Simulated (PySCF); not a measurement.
Species: CH5GeN.
Atom-mapped SMILES: `[H]/[N:1]=[CH:2]/[GeH3:3]` (hydrogens: H4 on N1; H5 on C2; H6, H7, H8 on Ge3)

Method: PBE0-D3(BJ)/def2-SVP geometry optimisation, gas phase (PySCF); density fitting, grid level 1; the optimiser is geomeTRIC in internal coordinates, started from a GFN2-xTB structure with every atom displaced at random (about 0.01 Å).

Step 0: E = -59106.1807 eV
```
atom  x, y, z in Å  |  force x, y, z in eV/Å
N1      1.5871   -0.2067    0.6813   -0.377   0.259  -0.255
C2      0.7845    0.1633   -0.2479    0.831  -0.393   0.681
Ge3    -1.1518   -0.0977    0.0138    1.212   0.127  -0.064
H4      2.5968   -0.0283    0.5067   -0.626   0.009  -0.353
H5      1.1314    0.6057   -1.2022    0.033   0.118  -0.069
H6     -1.6856   -0.9664   -1.0592   -0.392  -0.732  -0.861
H7     -1.8381    1.2100   -0.0905   -0.519   1.072  -0.068
H8     -1.3692   -0.6990    1.3455   -0.162  -0.460   0.988
```

**Question.** Estimate the geometry and energy of step 1. (The exact step hangs on the optimiser's Hessian estimate; all steps are aligned on step 0, rigid shifts and turns removed.)

**Answer.** E = -59106.2962 eV, largest force 0.311 eV/Å
```
atom  x, y, z in Å  |  force x, y, z in eV/Å
N1      1.6499   -0.1933    0.7065   -0.006   0.034  -0.100
C2      0.7947    0.1255   -0.1780    0.255   0.092  -0.153
Ge3    -1.1415   -0.1106    0.0392   -0.152   0.016  -0.006
H4      2.6045    0.0275    0.3745   -0.248  -0.072   0.117
H5      1.0954    0.5762   -1.1522   -0.043  -0.031   0.052
H6     -1.6481   -0.9970   -1.1347    0.060   0.123   0.199
H7     -1.7965    1.2932   -0.1082    0.070  -0.226   0.037
H8     -1.5034   -0.7406    1.4005    0.063   0.063  -0.148
```

The energy changes by -0.1155 eV. The first-order estimate −F·Δx gives -0.3244 eV and the mean of the old and new forces, exact on a quadratic surface, -0.1199 eV. The step makes an angle of 65° with the force vector and moves no atom by more than 0.151 Å.

What follows is the cost of the whole optimisation. Time: 13 s of wall time; peak memory 0.36 GiB. Hardware: Arm Neoverse V1, one thread, shared host with 64 logical CPUs at a one-minute load of 13.
